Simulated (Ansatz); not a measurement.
One change: `[NH2][Zr]([NH2])([NH2])[I]` becomes `[NH2][Zr]([NH2])([NH2])[NH2]`.

Ansatz, PBE0-D4/def2-TZVP geometries, multiplicity 1. Each molecule was computed in one conformer, which needn't be the lowest.

Elements past krypton have def2 core potentials.

```csv
property,`[NH2][Zr]([NH2])([NH2])[I]`
HOMO–LUMO gap (PBE0/def2-TZVPP) / eV,6.38
size of the dipole moment (ωB97M-V/def2-TZVPP) / D,3.48
size of the dipole moment (B3LYP/def2-TZVPP) / D,3.41
HOMO–LUMO gap (PBE/def2-TZVPP) / eV,4.38
LUMO energy (B3LYP/def2-TZVPP) / eV,-0.94
HOMO energy (B3LYP/def2-TZVPP) / eV,-6.85
```

Q: Give the same properties after the change, and the shifts. (Estimate.)

A: The calculation gave: 
```json
{"property": "HOMO–LUMO gap (PBE0/def2-TZVPP) / eV", "`[NH2][Zr]([NH2])([NH2])[NH2]`": "6.66", "shift": "0.28"}
{"property": "size of the dipole moment (ωB97M-V/def2-TZVPP) / D", "`[NH2][Zr]([NH2])([NH2])[NH2]`": "0.00", "shift": "-3.48"}
{"property": "size of the dipole moment (B3LYP/def2-TZVPP) / D", "`[NH2][Zr]([NH2])([NH2])[NH2]`": "0.00", "shift": "-3.41"}
{"property": "HOMO–LUMO gap (PBE/def2-TZVPP) / eV", "`[NH2][Zr]([NH2])([NH2])[NH2]`": "4.58", "shift": "0.20"}
{"property": "LUMO energy (B3LYP/def2-TZVPP) / eV", "`[NH2][Zr]([NH2])([NH2])[NH2]`": "-0.34", "shift": "0.60"}
{"property": "HOMO energy (B3LYP/def2-TZVPP) / eV", "`[NH2][Zr]([NH2])([NH2])[NH2]`": "-6.50", "shift": "0.35"}
```

With PBE0 the HOMO rises by 0.38 eV and the LUMO rises by 0.66 eV, so the gap widens by about 0.28 eV. PBE moves the HOMO by 0.57 eV and ωB97M-V by 0.11 eV. The zero-point energy changes by 60.1 kJ/mol with +6 modes.

B3LYP here is the variant with VWN-RPA as its local correlation; programs differ in this.

Spin–orbit coupling is left out; it splits and shifts lone-pair levels of the heavy atoms by tenths of an eV.
